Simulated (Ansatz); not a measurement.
Consider the homolysis of the B–Si bond: `N[SiH](O)BO` → `[BH]O`• + `N[SiH]O`•.

Computed with Ansatz on PBE0-D4/def2-TZVP structures; ΔE is electronic, products minus reactants. CBS: MP2 limit from def2 TZ/QZ plus the TZ coupled-cluster correction, frozen cores. This one scheme is used for every species. DFT in def2-TZVPP. Open shells (•) are unrestricted, without spin–orbit coupling. Each species was taken in one conformer, which may not be the lowest.

`N[SiH](O)BO`:

Cartesian coordinates in Å:
```
N 1.706 0.239 0.665
Si 0.587 -0.111 -0.591
O 0.319 -1.713 -0.932
B -1.172 0.761 -0.076
O -2.093 -0.037 0.524
H 2.697 0.132 0.520
H 1.467 0.106 1.634
H 1.216 0.418 -1.827
H -0.375 -2.134 -0.423
H -1.445 1.921 -0.254
H -2.908 0.416 0.760
```

`[BH]O`•:

Z-matrix (Å, degrees):
```
B
O 1 1.333
H 1 1.201 2 121.0
H 2 0.961 1 114.6 3 -180.0
```

`N[SiH]O`•:

```xyz
7

N     0.253   -0.940   -0.427
Si   -0.778    0.284    0.211
O    -0.095    1.764   -0.044
H     0.436   -0.991   -1.417
H     0.218   -1.863   -0.022
H    -0.896   -0.056    1.668
H     0.862    1.802    0.031
```

Question: What is ΔE at CCSD(T)/CBS? (An estimate is asked.)

Answer: The calculation gave: +371.4 kJ/mol.

Question: What do these levels give: ωB97X-V, r2SCAN, SCS-MP2/def2-TZVPP, CCSD(T)/def2-TZVPP, SCS-MP2/def2-QZVPP, MP2/CBS(def2)? (Estimate.)

Answer: Ansatz gave: ωB97X-V 373.5, r2SCAN 333.7, SCS-MP2/def2-TZVPP 366.5, CCSD(T)/def2-TZVPP 363.7, SCS-MP2/def2-QZVPP 371.3, MP2/CBS(def2) 370.5 kJ/mol.

Largest T1 diagnostic among the species: 0.016.

From PBE to PBE0 (25 % exact exchange), in def2-TZVPP and without D4, ΔE moves by +4.6 kJ/mol. In def2-TZVPP, CCSD(T) changes the Hartree–Fock value by +94.7 kJ/mol (the triples alone add +5.6 kJ/mol) and MP2 by +93.8 kJ/mol; breaking electron pairs costs correlation energy, which Hartree–Fock lacks.
